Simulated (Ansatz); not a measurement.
One reagent, a row of partners

Four-centre ligand exchange: BCl₃ ([Cl][B]([Cl])[Cl]) meets different reagents, and the same bond of it breaks. Each row is one chosen step, not always the lowest open to these reactants.

Gas-phase electronic energies, without zero-point energy, by CCSD(T) at an estimated basis limit (MP2 extrapolated from triple and quadruple zeta, plus CCSD(T) − MP2 in triple zeta); Ansatz 0.2.0, def2-TZVPP and QZVPP, frozen cores, on PBE0-D4/def2-TZVP structures. Extrapolation: Hartree–Fock as exp(−7.88 √X), correlation as X^−2.97. All energies, in kcal/mol, count from the separated reactants, without counterpoise correction; the start and end structures are the complexes reached by relaxing down from the saddle, and deeper ones may exist. Brackets give SMILES, or, where every atom is bracketed, only which atoms are joined. Steps whose reference was doubtful or whose search ended elsewhere are left out.

| reactants | products | broken | formed | start structure | saddle | end structure | saddle by PBE-D4/TZ |
| --- | --- | --- | --- | --- | --- | --- | --- |
| BCl₃ ([Cl][B]([Cl])[Cl]) + H₂O | BHCl₂O ([OH][B]([Cl])[Cl]) + HCl | B–Cl, H–O | B–O, Cl–H | -7.52 | 12.37 | -15.98 | 5.53 |
| Si₂NH₇ ([SiH3][NH][SiH3]) + BCl₃ ([Cl][B]([Cl])[Cl]) | BSi₂NH₆Cl₂ ([SiH3][N]([SiH3])[B]([Cl])[Cl]) + HCl | B–Cl, H–N | B–N, Cl–H | -18.56 | 11.19 | -11.40 | 5.80 |
| BCl₃ ([Cl][B]([Cl])[Cl]) + HBr | BBrCl₂ ([Cl][B]([Cl])[Br]) + HCl | Br–H, B–Cl | B–Br, Cl–H | -2.17 | ? | -0.40 | 15.67 |

Task: What is the height of the saddle for BCl₃ ([Cl][B]([Cl])[Cl]) + HBr? (To be estimated.)

Result: The calculation gives: 23.84 kcal/mol relative to the separated reactants, the highest of the series; above its start structure the barrier is 23.84 − (-2.17) ≈ 26.02 kcal/mol.

Task: How do the PBE-D4 saddles lie against the coupled-cluster estimate?

Result: All lower, by 5.39 to 8.17 kcal/mol.

No T1 diagnostic of these runs exceeds 0.012. The filled d shells of Br are correlated in sets not built for that, so values that involve them are less sure.

For scale, one of the runs: CCSD(T)/def2-TZVPP, 370 basis functions, launched by `ansatz run in.yaml --threads 4 --pin off --events-out ev --progress --plain --max-ram 66560MiB --backend cuda --devices 0, --max-vram 37GiB`. The run took 16 s on 4 CPU threads of an AMD EPYC 7R13 and a share of one NVIDIA H100 (shared host), with 0.9 GiB of host memory at its peak.
